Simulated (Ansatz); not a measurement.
Cost and result for the atomization energy of C4H8Ge (`C=[C]1[CH2][GeH]1[CH3]`) (13 atoms, 13 bonds).

Cartesian coordinates in Å:
```
C 0.7109 1.5858 -1.5873
C 0.2304 0.5124 -0.9905
C 0.4718 -0.9656 -1.0265
Ge -0.8948 -0.3847 0.2645
C -0.4615 -0.3547 2.1584
H 1.4958 1.5130 -2.3391
H 0.3439 2.5801 -1.3557
H 0.1476 -1.4962 -1.9196
H 1.4301 -1.3201 -0.6503
H -2.3572 -0.6295 -0.1120
H -0.9961 0.4528 2.6593
H 0.6102 -0.1916 2.2721
H -0.7311 -1.3017 2.6267
```

Charge 0, multiplicity 1. Correlated methods include outer-core shells of Ge, which these sets cover unevenly. Scalar relativity is left out up to krypton. Geometry: relaxed with PBE0-D4/def2-TZVP. Program: Ansatz. All runs use 2 threads of an AMD EPYC 7R13 on a shared host and a share of an NVIDIA H100 80 GB. Times are those of one run each, without the atoms' runs, and a repeat can differ threefold. Electronic energies, without spin–orbit coupling; frozen cores. CCSD(T)/CBS adds CCSD(T) − MP2 in def2-TZVPP to the MP2 limit, and its time is that of the two runs behind it. T1 = 0.011. With those shells the extrapolation isn't a true limit. B3LYP takes the VWN-RPA correlation (the form of Gaussian; ORCA's B3LYP/G).

CCSD(T)/CBS is a level of theory with its own doubt, some kJ/mol a heavy atom from the limit and from the frozen cores, so smaller differences don't rank the functionals.

```
                             level  functions  wall time
   PBE-D4/def2-TZVPP (with forces)        284      2.6 s
r2SCAN-D4/def2-TZVPP (with forces)        284      4.5 s
                PBE0-D4/def2-TZVPP        284      4.7 s
 B3LYP-D4/def2-TZVPP (with forces)        284        5 s
                ωB97X-V/def2-TZVPP        284        6 s
                 B2PLYP/def2-TZVPP        284        6 s
                    MP2/def2-QZVPP        557      8.5 s
  ωB97M-V/def2-TZVPP (with forces)        284      9.5 s
                CCSD(T)/def2-TZVPP        284       11 s
                 CCSD(T)/CBS(def2)          –       19 s
```

Task: What atomization energy does each give, and how far from CCSD(T)/CBS? (An estimate is asked.)

Result: Computed: 
```tsv
level	atomization (kJ/mol)	difference from CCSD(T)/CBS	per bond
PBE-D4/def2-TZVPP (with forces)	5032.8	101.1	7.8
r2SCAN-D4/def2-TZVPP (with forces)	4948.6	16.9	1.3
PBE0-D4/def2-TZVPP	4961.5	29.8	2.3
B3LYP-D4/def2-TZVPP (with forces)	4918.7	-13.0	-1.0
ωB97X-V/def2-TZVPP	4931.5	-0.2	0.0
B2PLYP/def2-TZVPP	4876.7	-55.0	-4.2
MP2/def2-QZVPP	4945.7	14.0	1.1
ωB97M-V/def2-TZVPP (with forces)	4924.5	-7.2	-0.6
CCSD(T)/def2-TZVPP	4827.4	-104.3	-8.0
CCSD(T)/CBS(def2)	4931.7	0.0	0.0
```

In def2-TZVPP, CCSD(T) changes the Hartree–Fock value by +1207.1 kJ/mol (the triples alone add +76.0 kJ/mol) and MP2 by +1265.0 kJ/mol; breaking electron pairs costs correlation energy, which Hartree–Fock lacks. The D4 term adds +41.5 kJ/mol with B3LYP and +21.9 kJ/mol with PBE0; it sums over pairs of atoms, weighted by their polarisabilities, and B3LYP, whose exchange is more repulsive, gets the larger term. From PBE to PBE0 (25 % exact exchange), in def2-TZVPP and without D4, the atomization energy moves by −67.4 kJ/mol: exact exchange takes away binding that semilocal exchange gives to molecules.
